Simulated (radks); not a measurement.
Task: These are the eigenvalues of the occupied orbitals of an atom or ion with whole-number occupations (hartree). Calculated with a radial shooting solver on a logarithmic mesh with Libxc functionals: Dirac Kohn-Sham, PBE, spin-unpolarised, spherical densities, finite nucleus; Fermi nuclear charge, rms radius of each element as measured or else 0.836 A^(1/3) + 0.57 fm.

| orbital | eigenvalue |
|---|---|
| 1s1/2 | -2794.672 |
| 2s1/2 | -490.4843 |
| 2p1/2 | -470.0725 |
| 2p3/2 | -410.2637 |
| 3s1/2 | -116.5020 |
| 3p1/2 | -107.3280 |
| 3p3/2 | -94.23166 |
| 3d3/2 | -78.86819 |
| 3d5/2 | -76.03771 |
| 4s1/2 | -26.68556 |
| 4p1/2 | -22.80873 |
| 4p3/2 | -19.71102 |
| 4d3/2 | -13.34521 |
| 4d5/2 | -12.76999 |
| 5s1/2 | -5.88265 |
| 4f5/2 | -4.67175 |
| 5p1/2 | -4.64617 |
| 4f7/2 | -4.55670 |
| 5p3/2 | -4.12329 |
| 5d3/2 | -2.40990 |

Which element is it, and in what charge state? The configuration may be excited. Open shells, if any, fill j = l - 1/2 first.

Result: Z = 77, iridium, charge +5: Ir5+ in [Xe] 4f14 5d4. The list shows which subshells hold electrons but not how many an open one holds; the 1s level, -2794.7 hartree, gives Z - s = 74.8 by -(Z - s)^2/2, which with screening and relativity narrows Z to a few neighbours, and the depths of the outer levels then fix element, charge and occupations together.
